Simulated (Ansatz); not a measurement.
A nudged elastic band was laid between two geometries of C2H7AlSSi (12 atoms, charge 0, multiplicity 1).

Theory: RKS CAM-B3LYP-D4/6-31G in Ansatz 0.2.0.

```yaml
movable_images: 7
climbing_image: yes
spring: 2.0 to 10.0 eV/Å², energy-weighted
optimiser: quadratic models (default)
start_path: IDPP
force_threshold: 0.05 eV/Å
iteration_limit: 27
end_points: relaxed
```

Initial state:

```xyz
12
Properties=species:S:1:pos:R:3
Al -1.615 0.559 1.710
Si -0.454 -0.446 -0.206
C 1.364 -1.036 0.120
S 2.103 0.410 -0.885
C 0.328 0.802 -1.468
H -2.543 1.849 1.509
H -1.454 -0.071 3.174
H -1.290 -1.502 -0.884
H 1.624 -1.992 -0.335
H 1.717 -1.018 1.150
H 0.200 0.534 -2.517
H 0.096 1.857 -1.334
```

Final state:

```xyz
12
Properties=species:S:1:pos:R:3
Al -1.623 0.550 1.708
Si -0.449 -0.447 -0.205
C 1.370 -1.030 0.122
S 2.105 0.406 -0.899
C 0.326 0.804 -1.468
H -1.457 -0.073 3.174
H -2.562 1.831 1.502
H -1.278 -1.507 -0.884
H 1.632 -1.991 -0.322
H 1.725 -1.000 1.151
H 0.190 0.542 -2.517
H 0.097 1.859 -1.327
```

(1) Which bonds break or form, and what moves?

(2) Give the energies along the band, and the barrier.

(3) What is the geometry of the highest image?

The band took 5 iterations and roughly 4 core-minutes.

## Answers

(1) No bond is made or broken. The dihedral H6–Al1–Si2–C5 goes from 41 to -139°. The two ends are copies of one structure, up to a mirror image or an exchange of like atoms.

(2) The forces met the threshold. The highest image is number 4 of 0 to 8, 3.2 kJ/mol above the ends, which have the same energy within 2 meV. Another band between the same ends (7 images) ends at a top of the same energy, where a vibrational analysis finds 1 clearly imaginary mode. Limits of this set-up: no polarisation functions.

| image | path coordinate (Å) | energy (kJ/mol) | dihedral H6–Al1–Si2–C5 (°) |
| --- | --- | --- | --- |
| 0 | 0.00 | 0.0 | 41 |
| 1 | 1.12 | 1.1 | 6 |
| 2 | 1.81 | 2.3 | -15 |
| 3 | 2.35 | 3.1 | -33 |
| 4 | 2.88 | 3.2 | -49 |
| 5 | 3.41 | 3.1 | -66 |
| 6 | 3.96 | 2.3 | -83 |
| 7 | 4.64 | 1.1 | -104 |
| 8 | 5.75 | 0.0 | -139 |

(3) 
```xyz
12
Properties=species:S:1:pos:R:3
Al -1.475 0.426 1.878
Si -0.284 -0.618 -0.007
C 1.651 -0.461 0.032
S 1.681 0.740 -1.450
C -0.195 0.440 -1.633
H -1.122 1.930 2.292
H -2.598 -0.370 2.701
H -0.720 -2.030 -0.288
H 2.184 -1.381 -0.207
H 2.099 -0.001 0.911
H -0.409 -0.114 -2.547
H -0.737 1.385 -1.647
```

Run time: 4.3 min on 1 thread of Arm Neoverse V1, on a shared host, peak memory 0.21 GiB.
